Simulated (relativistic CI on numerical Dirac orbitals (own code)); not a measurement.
# Nb³⁺ (4d2) in a crystal field

Calculated by Dirac-Coulomb-Breit CI, orbitals from a KLI potential per configuration, a model potential for QED, valence Slater integrals scaled by 0.75, one configuration in a parametric crystal field (own radial code).

Field parameters in Wybourne normalisation: Oh B⁴₀ = 21Dq, B⁴₄ = √(5/14) B⁴₀. The field is a parameter set, without covalency.

S is read from ⟨S²⟩ = S(S + 1).

Levels (cm⁻¹, degeneracy): 0 (2), 11 (3), 707 (3), 1016 (1), 8569 (3), 8624 (2), 19905 (1), 42856 (1), 43000 (3), 43287 (3), 43288 (2), 49913 (1).

Problem. Which field gives this pattern?
A. Oh, 10Dq = 44250 cm⁻¹
B. Oh, 10Dq = 29900 cm⁻¹
C. Oh, 10Dq = 6000 cm⁻¹
D. Oh, 10Dq = 39500 cm⁻¹

Solution. A. Oh, 10Dq = 44250 cm⁻¹, ground level with S = 1.00.
